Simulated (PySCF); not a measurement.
# C6H4NO3: g tensor and hyperfine couplings

C6H4NO3 (doublet state).
Z-matrix (Å and degrees, GFN2-xTB geometry), rows numbered from 1:
```
C 
C   1  1.2617
C   2  1.5279  1  153.84
N   3  1.3523  2  151.84  1     0.26
C   4  1.3699  3  124.32  2    -0.09
O   5  1.1981  4  125.31  3    -0.27
C   3  1.3233  2   60.87  1   179.93
O   7  1.3566  2  148.42  3   180.00
C   8  1.3325  7  116.50  2   179.53
O   9  1.1988  8  125.82  7     0.04
H   1  1.0551  2  147.40  3     0.26
H   4  1.0186  3  115.06  2   179.92
H   5  1.1046  4  110.82  3   179.78
H   9  1.0991  8  108.90  7  -179.98
```

The hyperfine couplings belong to this conformer and change with its torsions.

Identity: `[H]/[C]=C1C(NC=O)=C\1OC=O` [radical].

Computed with UKS B3LYP, pcH-1 on C H N O, non-relativistic, mean-field spin-orbit, GIAO (PySCF). Isolated species at its GFN2-xTB geometry (one conformer only). The geometry wasn't refined by DFT: couplings that depend on bond lengths, twists or pyramidal angles can differ widely from those at the functional's own minimum. No stability test was run, so a lower SCF solution isn't excluded.

| Property | Result |
| --- | --- |
| g1, g2, g3 | 2.00177, 2.00280, 2.00319 |
| g_iso | 2.00258 |
| Form of g | rhombic: the two nearest values differ by 28 % of g3 − g1 |
| ⟨S²⟩ | 0.7588 (exact 0.7500) |
| α and β electrons | 36, 35 |
| Total energy | -511.29827 Eh |
| Basis functions | 290 |

Hyperfine couplings atom by atom, in mT; T1 to T3 are the principal values of the dipolar part (MHz turned into mT with g_iso):

```csv
atom,isotope,a_iso,T1,T2,T3,Mulliken spin population
C1,13C,8.26,-2.71,-2.08,4.80,0.95
C2,13C,-1.01,-0.43,-0.20,0.63,-0.17
C3,13C,6.03,-0.47,-0.41,0.88,0.14
N4,14N,0.25,-0.02,-0.02,0.05,0.00
C5,13C,0.09,-0.02,-0.01,0.03,0.00
O6,17O,0.01,-0.03,-0.01,0.04,0.00
C7,13C,5.09,-0.26,-0.16,0.42,0.07
O8,17O,-0.93,-0.14,0.07,0.08,0.01
C9,13C,0.08,-0.04,-0.01,0.05,0.00
O10,17O,0.00,-0.03,0.00,0.03,0.00
H11,1H,-0.21,-1.14,-0.18,1.32,-0.01
H12,1H,0.61,-0.07,-0.03,0.10,0.01
H13,1H,-0.01,-0.03,-0.02,0.04,0.00
H14,1H,0.15,-0.03,-0.01,0.04,0.00
```

The largest Mulliken spin populations are on C1 (+0.95), C2 (-0.17), C3 (+0.14) and C7 (+0.07). C1 is the only atom above +0.15. The positive populations add up to 1.18 and the negative ones to -0.18, together 2S = 1.

Axes: g1 points within 2° of the C3–C7 bond, g2 is normal to the molecular plane and g3 points within 5° of the C1–C2 bond.

Under fast tumbling the dipolar parts average out, and these isotropic splittings remain: 1 × 1H (H12, I = 1/2, 2 lines) with 0.61 mT, 1 × 14N (N4, I = 1, 3 lines) with 0.25 mT, 1 × 1H (H11, I = 1/2, 2 lines) with 0.21 mT and 1 × 1H (H14, I = 1/2, 2 lines) with 0.15 mT.

The 17O coupling of O8 (-26.1 MHz) shows only in satellite lines or after enrichment, since that isotope makes up about 0.038 % of natural oxygen.

The 13C coupling of C1 (231.4 MHz) shows only in satellite lines or after enrichment, since that isotope makes up about 1.07 % of natural carbon.

Examples of negative spin density at the nucleus (bohr⁻³): C2 (-0.0253) and H11 (-0.0013).
